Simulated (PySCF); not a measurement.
Calculated NMR parameters of C[SiH2]c1ccc(N(C)C)o1

```yaml
Formula: C7H13NOSi
SMILES: C[SiH2]c1ccc(N(C)C)o1
InChI: InChI=1S/C7H13NOSi/c1-8(2)6-4-5-7(9-6)10-3/h4-5H,10H2,1-3H3
Point_group_of_the_computed_structure: C1
Degrees_of_unsaturation: 3
Carbon_signals: 6
Proton_signals: 5
```

Structure with atom numbers: `[CH3:1][SiH2:2][c:3]1[cH:4][cH:5][c:6]([N:7]([CH3:8])[CH3:9])[o:10]1`. Each H is labelled by its parent atom.

Theory: structure optimised with GFN2-xTB, PBE0/pcSseg-1 with gauge-including orbitals, in PySCF (averaged over atoms made equivalent by symmetry, fast rotation or ring inversion, single conformer, isolated molecule, non-relativistic Hamiltonian).

Chemical shifts δ = σref − σ; TMS for ¹H and ¹³C and ²⁹Si; NH3 for ¹⁵N; ¹⁷O against H2O, all at this level.

| carbon | δC, type | δH (multiplicity) | HMBC from (2–3 bonds) | span of the C tensor (ppm) |
| --- | --- | --- | --- | --- |
| C1 | -9.7, CH3 | 0.31 (t) | H(Si2) | 8 |
| C3 | 143.1, C | – | H(C4), H(C5), H(Si2), H(C1) | 115 |
| C4 | 131.9, CH | 6.87 (m) | H(C5), H(Si2) | 201 |
| C5 | 88.5, CH | 5.35 (m) | H(C4) | 125 |
| C6 | 170.5, C | – | H(C4), H(C5), H(C8)/H(C9) | 126 |
| C8/C9 | 39.8, CH3 | 2.89 (s) | H(C8)/H(C9) | 60 |

Other nuclei:
| atoms | nucleus | environment | δ (ppm) | σ (ppm) |
| --- | --- | --- | --- | --- |
| H(Si2) | ¹H | hydrogen on a silicon bonded to 2 C | 4.77 | 26.95 |
| Si2 | ²⁹Si | silicon bonded to 2 C, 2 H | -61.9 | 411.1 |
| N7 | ¹⁵N | aniline-type nitrogen | 73.3 | 194.4 |
| O10 | ¹⁷O | aromatic ring oxygen | 287.8 | 48.3 |

- Carbon types of the structure: 2 × C, 2 × CH, 3 × CH3, leaving 2 H on heteroatoms.
- δC 170.5: aromatic carbon bearing nitrogen; the electronegative substituent deshields the carbon that carries it.
- δC 143.1: substituted aromatic carbon next to the ring oxygen.
- δC 131.9, 88.5: aromatic CH.
- δC -9.7: methyl carbon bonded to Si; an electropositive neighbour leaves it electron-rich and shielded.
- δH 0.31: hydrogen on a methyl carbon bonded to Si; an electropositive neighbour shields it, as in TMS itself.

Shifts are as computed. Against solution values, carbons near 30 ppm lie about +3 ppm off and those near 130 ppm about +5 ppm. Of 1309 compounds with measured shifts, 239 miss one by over three times the rms of a fit or turn the order of signals round; such compounds aren't used in these exercises. Unscaled 17O shifts of doubly bonded oxygen tend to come out too high, by tens of ppm or more. Experimental scales use liquid or dissolved standards, which lie at an offset from isolated NH3 (liquid NH3: subtract about 20 ppm) and H2O (liquid H2O: subtract about 36 ppm). Multiplicities follow the n + 1 count of equivalent neighbours, as no J values were calculated; m marks all less simple cases, F and P coupling included.
